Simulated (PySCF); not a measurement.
## From computed data to an observable: chemical shift, span and skew from a shielding tensor

Se(H)(OH) (H2OSe), SMILES O[SeH]. Atoms are numbered in the order given.

```xyz
4

Se    -0.2408    -0.0620     0.2829
H     -1.3476    -0.3314    -0.6645
O      1.0586     0.1669    -0.9702
H      1.0657     1.1058    -1.1934
```
Charge 0, spin multiplicity 1.

The structure is a stationary point at B3LYP-D3(BJ)/def2-TZVP.

GIAO shieldings from PBE0/pcSseg-2 in PySCF, non-relativistic, no solvent. The symmetric part of the tensor of Se1 has the principal values -886.9, 763.0, 2184.2 ppm. The same nucleus in Me2Se has σ = 1739.2 ppm at this level (PySCF, at its B3LYP-D3(BJ)/def2-TZVP geometry).

Problem. Work out the isotropic shielding, the ⁷⁷Se shift against Me2Se, the span and the skew.

Solution. 
σ(iso) = (σ11 + σ22 + σ33)/3 = 686.8 ppm. δ = σ(ref) − σ(iso) = 1739.2 − (686.8) = 1052.4 ppm.
Span Ω = σ33 − σ11 = 3071.1 ppm. Skew κ = 3(σ(iso) − σ22)/Ω = -0.07. Tumbling in solution averages the tensor to δ; in a static solid the shielding alone would spread this spin-1/2 line over Ω.
